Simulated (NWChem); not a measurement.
System: C$_{2}$H$_{4}$F$_{2}$ cation, doublet; SMILES of the neutral closed-shell parent CC(F)F

NWChem input:

```
start job
memory heap 200 mb stack 900 mb global 1100 mb
charge 1
geometry units angstroms noautosym nocenter noautoz
  C      0.000863     1.565236    -0.165608
  C     -0.000312    -0.217193     0.361484
  F     -1.086668    -0.706371    -0.135916
  F      1.084457    -0.708246    -0.137244
  H     -0.001776     1.411964    -1.246232
  H     -0.926854     1.919323     0.283805
  H      0.931624     1.916635     0.279592
  H      0.000468    -0.040924     1.450144
end
basis spherical
  * library def2-svp
end
dft
  odft
  mult 2
  xc b3lyp
  iterations 150
end
cosmo
  do_cosmo_smd true
  solvent water
end
task dft energy
```

Geometry: optimised at B3LYP/6-31G* (spherical d), spin-unrestricted. The spin multiplicity was typed, not searched, and may not be the lowest. No stability test was run on the SCF state. Solvent: water.

Level: B3LYP/def2-SVP with SMD (1 M gas to 1 M solution), gas-phase geometry. Reactions with the solvent are ignored.

**Question.** What results follow from this input? (B3LYP/def2-SVP, spin-unrestricted, SMD on the gas-phase geometry.) Quantities: solvation free energy (kcal/mol); cavity-dispersion-structure term (kcal/mol).

**Answer.** 
```
Quantity                                     Value
-------------------------------------------  -----
solvation free energy (kcal/mol)             -68.6
cavity-dispersion-structure term (kcal/mol)    4.0
```
